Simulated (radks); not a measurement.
The numbers below are computed, except where a source is named.
Initial-state core-level shifts of neutral lutetium when its valence configuration changes from [Xe] 4f14 5d1 6s2. Code: a radial shooting solver on a logarithmic mesh with Libxc functionals. Model: Dirac Kohn-Sham, BLYP, spin-unpolarised, spherical densities, point nucleus; open shells fill j = l - 1/2 first. Shifts are changes of the shell-averaged eigenvalues in eV (positive: less bound).

[
 {"valence": "4f12 5d3 6s2", "2s": "-16.406", "3p": "-18.472", "4s": "-17.488", "5s": "-7.891"},
 {"valence": "4f12 5d3 6s1 6p1", "2s": "-17.650", "3p": "-19.720", "4s": "-18.738", "5s": "-9.137"},
 {"valence": "4f13 5d1 6s2 6p1", "2s": "-11.145", "3p": "-12.035", "4s": "-11.679", "5s": "-7.319"},
 {"valence": "4f12 5d2 6s2 6p1", "2s": "-20.031", "3p": "-22.056", "4s": "-21.074", "5s": "-11.419"},
 {"valence": "4f13 5d3 6s1", "2s": "-6.326", "3p": "-7.281", "4s": "-6.905", "5s": "-2.506"},
 {"valence": "4f12 5d2.5 6s1.5 6p1", "2s": "-18.790", "3p": "-20.840", "4s": "-19.859", "5s": "-10.236"},
 {"valence": "4f13 5d2 6s1 6p1", "2s": "-9.039", "3p": "-9.972", "4s": "-9.608", "5s": "-5.239"},
 {"valence": "4f14 5d1 6s1 6p1", "2s": "-1.237", "3p": "-1.232", "4s": "-1.236", "5s": "-1.246"},
 {"valence": "4f14 6s1 6p2", "2s": "-4.254", "3p": "-4.197", "4s": "-4.224", "5s": "-4.330"}
]
